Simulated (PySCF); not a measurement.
## TDDFT excited states: C3H8O3S

Species: 2-(methylsulfonyl)ethanol, C3H8O3S.
Z-matrix (Å and degrees, PBE0-D3(BJ)/def2-SVP geometry), rows numbered from 1:
```
C 
S   1  1.7831
O   2  1.4715  1  106.93
O   2  1.4565  1  107.69  3   130.53
C   2  1.7935  1  105.53  3  -113.18
C   5  1.5252  2  112.85  1    75.89
O   6  1.3854  5  112.86  2    67.31
H   1  1.0970  2  109.32  3   177.74
H   1  1.0971  2  110.25  3    54.04
H   1  1.0985  2  104.36  3   -64.24
H   5  1.1016  2  102.92  1  -164.62
H   5  1.1006  2  107.18  1   -50.18
H   6  1.1122  5  109.30  2   -59.09
H   6  1.1023  5  107.67  2  -173.60
H   7  0.9725  6  106.72  5   -53.94
```

Computed with TDDFT CAM-B3LYP/def2-SVPD, vertical, gas phase, core orbitals frozen in the response in PySCF 2.14.0, density-fitted response routines.

```json
{"state": "S1", "E (eV)": "7.62", "E (hartree)": "0.2800", "f": "0.012", "main configurations (H = HOMO, L = LUMO)": "H→L (71%), H→L+3 (10%), H→L+2 (9%)"}
{"state": "S2", "E (eV)": "7.74", "E (hartree)": "0.2844", "f": "0.0095", "main configurations (H = HOMO, L = LUMO)": "H-1→L (77%), H-1→L+4 (10%)"}
{"state": "S3", "E (eV)": "8.26", "E (hartree)": "0.3035", "f": "0.012", "main configurations (H = HOMO, L = LUMO)": "H-1→L+4 (40%), H-1→L (16%), H-1→L+2 (10%)"}
{"state": "S4", "E (eV)": "8.36", "E (hartree)": "0.3071", "f": "0.018", "main configurations (H = HOMO, L = LUMO)": "H-2→L (55%)"}
{"state": "S5", "E (eV)": "8.39", "E (hartree)": "0.3085", "f": "0.010", "main configurations (H = HOMO, L = LUMO)": "H→L+3 (26%), H→L+4 (22%), H→L+1 (14%)"}
{"state": "S6", "E (eV)": "8.46", "E (hartree)": "0.3108", "f": "0.039", "main configurations (H = HOMO, L = LUMO)": "H→L+1 (38%), H→L+3 (25%)"}
```

The lowest singlet lies at 7.62 eV (163 nm, vacuum ultraviolet) and is weak; its leading configuration is HOMO→LUMO (71%). The strongest level in the table is S6 at 8.46 eV (147 nm, f = 0.039). It is the last of those listed, so stronger ones may follow. Löwdin shares by element: HOMO oxygen 62% or more, carbon 20% or more, hydrogen 6% or more; LUMO sulfur 26%, hydrogen 22% or more, carbon 11% or more (atoms not listed hold the other 41%). The oscillator strengths of these states sum to 0.100; summed over the whole spectrum of an exact calculation they would give the number of electrons, 66 (Thomas–Reiche–Kuhn). Orbital energies (eV): HOMO-3 -11.07, HOMO-2 -10.60, HOMO-1 -9.98, HOMO -9.76, LUMO 0.61, LUMO+1 1.39, LUMO+2 1.53. The listed states span 0.84 eV, and the widest gap between neighbours is 0.52 eV (S2 to S3). The window holds the lowest 6 singlets.

One conformer stands for the species.
